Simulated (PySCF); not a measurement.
CH3F3O2W, multiplicity 1. Atoms are numbered in the order given.

```xyz
10

W      0.0456     0.1884     0.1229
O      1.5911     0.7844     0.5202
F     -1.1180     1.0774     1.3054
F     -0.6522     1.3440    -1.1905
F     -0.2961    -1.2898     1.2560
O      0.4150    -1.0905    -1.1917
C     -0.0518    -2.3001    -1.7365
H     -0.3947    -2.9704    -0.9173
H     -0.8975    -2.1144    -2.4331
H      0.7732    -2.7918    -2.2905
```

Geometry optimised at PBE-D3(BJ)/def2-SVP. The multiplicity is an assumed one; other spin states were not compared. The def2 effective core potentials stand for the cores of W; spin–orbit coupling is left out. The values are those of a single conformer.

Vertical ionisation energy (IE) and electron affinity (EA) in eV. Rows of orbital energies are one-electron estimates. Where ΔSCF, EOM or ADC give a negative EA the extra electron is unbound and the value depends on the basis.

| level | IE | EA |
|---|---|---|
| −ε(HOMO), −ε(LUMO), ωB97X/def2-TZVP (PySCF) | ? | ? |
| −ε(HOMO), −ε(LUMO), PBE/def2-TZVP (PySCF) | 8.07 | 4.04 |

**Question.** What belongs in the gaps? (The exact figures need the calculation; the answer reports its results.)

**Answer.** 
- −ε(HOMO), −ε(LUMO), ωB97X/def2-TZVP (PySCF), IE: 12.08
- −ε(HOMO), −ε(LUMO), ωB97X/def2-TZVP (PySCF), EA: 1.23
